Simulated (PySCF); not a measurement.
# Electric field gradients and quadrupole coupling constants

Compound: C₃H₄BF₅.
Geometry (PBE0-D3(BJ)/def2-SVP, Å), atoms numbered from 1 in this order:
```xyz
13
C3H4BF5 angstrom
F      2.9564    0.8678    1.1948
B      1.9622    0.8435    0.3283
F      2.1259    1.5439   -0.7791
C      0.6687    0.0184    0.6122
C     -0.4321    0.1383   -0.4286
C     -1.6273   -0.7180   -0.1038
F     -1.3008   -2.0158   -0.0480
F     -2.1573   -0.3943    1.0828
F     -2.5877   -0.5856   -1.0215
H      0.9742   -1.0369    0.7296
H      0.2943    0.3102    1.6088
H     -0.0804   -0.1621   -1.4269
H     -0.7916    1.1745   -0.5181
```

Field gradients from the PBE0/pcSseg-1 density (PySCF, non-relativistic), principal values in atomic units, ordered |Vxx| ≤ |Vyy| ≤ |Vzz|:

```
atom      Vxx      Vyy     Vzz
  B2  -0.0702  -0.3102  0.3804
```

Q: Find the asymmetry η = (Vxx − Vyy)/Vzz and the couplings χ = eQV/h (234.96 MHz × Q in barn × V in au), with Q(11B) = 0.04059 b.

A: 
```tsv
atom	environment	nucleus	η	χzz (MHz)	χxx (MHz)	χyy (MHz)
B2	three-coordinate boron	11B	0.63	3.628	-0.670	-2.958
```

Q: What is Vzz at B2 in SI units (1 au = 9.71736 × 10²¹ V/m²)?

A: 0.3804 au = 3.696 × 10²¹ V/m².

Q: And the gradient at the other heavy atoms, for which no coupling is worked out here?

A: 
```
atom                environment  Vzz (au)     η
  F1       boron-bound fluorine     1.359  0.77
  F3       boron-bound fluorine     1.330  0.81
  C4  sp3 carbon bound to boron    -0.137  0.63
  C5           chain CH2 carbon     0.094  0.81
  C6                 CF3 carbon    -0.469  0.01
  F7    fluorine of a CF3 group     2.864  0.05
  F8    fluorine of a CF3 group     2.864  0.05
  F9    fluorine of a CF3 group     2.882  0.05
```

Q: What couplings would deuterons (Q(2H) = 0.00286 b) have in place of the hydrogens, at this geometry?

A: 
| atom | bonded to | bond length (Å) | Vzz (au) | η | χzz (kHz) |
| --- | --- | --- | --- | --- | --- |
| H10 | C4 | 1.105 | 0.2825 | 0.04 | 190 |
| H11 | C4 | 1.104 | 0.2839 | 0.04 | 191 |
| H12 | C5 | 1.100 | 0.2824 | 0.05 | 190 |
| H13 | C5 | 1.100 | 0.2825 | 0.05 | 190 |

Geometry: PBE0-D3(BJ)/def2-SVP, one conformer, isolated molecule. With so small a basis the couplings can be 20 % off.
